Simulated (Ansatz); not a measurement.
Potential energy curve for NLi, lowest triplet found (which spin is the ground state isn't settled by this scan).

Methods: ROCCSD = CCSD on ROHF/aug-cc-pVDZ, frozen core (Ansatz, a program for electronic structure); UCCSDT = CCSDT on UHF/aug-cc-pVDZ, frozen core run with Ansatz; UCCSD(T) = Ansatz with CCSD(T) on UHF/aug-cc-pVDZ, frozen core.

Energies are in kcal/mol, each relative to the lowest point of its own curve between 1.67 and 2.36 Å, where full CI is lowest.

```tsv
R / Å	ROCCSD	UCCSDT	UCCSD(T)
1.67	7.0	7.4	7.3
1.74	3.2	3.5	3.4
1.82	0.8	1.0	0.9
1.89	0.0	0.1	0.0
1.96	0.1	0.0	0.0
2.02	0.7	0.5	0.5
2.09	1.8	1.5	1.6
2.15	3.1	2.7	3.4
2.26	5.9	5.2	6.0
2.36	8.7	7.8	8.6
2.53	13.5	12.1	13.0
2.67	17.3	15.5	16.4
2.92	22.7	20.3	21.3
3.17	26.1	23.7	24.5
3.50	28.0	26.4	26.8
3.91	28.4	28.0	28.0
4.37	—	28.7	28.5
4.96	—	29.0	28.7
5.81	—	29.2	28.9
6.74	—	29.2	28.9
```

At the longest distance, 6.74 Å, UCCSDT lies highest above its minimum (29.2 kcal/mol) and UCCSD(T) lowest (28.9 kcal/mol).

Dashes: no converged value, or the column stops at the first point that the program doubted or that broke a chosen test of continuity, which isn't proof of a fault.

The scan ran from 1.44 to 6.74 Å; beyond the distances shown full CI changes its symmetry label. The T1 diagnostic of CCSD on the restricted reference of ROCCSD exceeds 0.045 at 2.09 to 4.96 Å. The unrestricted determinant behind UCCSDT, UCCSD(T) is spin-contaminated at 2.09 to 6.74 Å (<S²> up to 3.0, against 2.00 for a pure triplet).
